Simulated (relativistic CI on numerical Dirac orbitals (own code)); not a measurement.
**Magnetism of Cu4+, 3d7, in a crystal field**

Calculated by Dirac-Coulomb-Breit CI, KLI orbitals optimised for each configuration, a model potential for QED, one configuration in a parametric crystal field, unscaled Slater integrals (own radial code). With so little scaling, terms lie 10 to 35 % too far apart, which can change the order of excited levels.

Field parameters in Wybourne normalisation: D3d B²₀ = −7Dσ, B⁴₀ = −14Dq − 21Dτ, B⁴₃ = −14√(10/7) Dq. The field is a parameter set, without covalency.

S is read from ⟨S²⟩ = S(S + 1).

Powder χT (cm³ K mol⁻¹) by Van Vleck's formula, with temperature-independent terms:

```csv
Field,2 K,5 K,10 K,20 K,50 K,100 K,200 K,300 K
"D3d, 10Dq = 22000, Dσ = -1200, Dτ = -290 cm⁻¹",1.58,1.74,1.98,2.23,2.37,2.39,2.41,2.43
"D3d, 10Dq = 22000, Dσ = 1200, Dτ = -290 cm⁻¹",1.9,1.92,1.95,2.01,2.2,2.49,2.94,3.16
"D3d, 10Dq = 22000, Dσ = 980, Dτ = -290 cm⁻¹",1.88,1.9,1.93,2,2.2,2.52,2.92,3.1
"D3d, 10Dq = 22000, Dσ = 760, Dτ = -290 cm⁻¹",1.84,1.86,1.9,1.98,2.2,2.54,2.88,3.02
"D3d, 10Dq = 22000, Dσ = 550, Dτ = -290 cm⁻¹",1.8,1.82,1.87,1.95,2.21,2.55,2.83,2.93
"D3d, 10Dq = 22000, Dσ = 330, Dτ = -290 cm⁻¹",1.75,1.78,1.83,1.93,2.23,2.55,2.77,2.84
"D3d, 10Dq = 22000, Dσ = 110, Dτ = -290 cm⁻¹",1.71,1.74,1.8,1.92,2.25,2.55,2.71,2.76
"D3d, 10Dq = 22000, Dσ = -110, Dτ = -290 cm⁻¹",1.66,1.71,1.78,1.92,2.28,2.54,2.65,2.69
```

Q: For D3d, 10Dq = 22000, Dσ = 760, Dτ = -290 cm⁻¹: what effective moment follows at 300 K?

A: μ_eff = √(8χT) = 4.91 μB. The ground level has S = 1.50; the spin-only moment for S = 3/2 is 3.88 μB. The difference comes from the orbital moment, spin-orbit mixing of terms and temperature-independent paramagnetism, all larger in this ionic model than in covalent complexes.
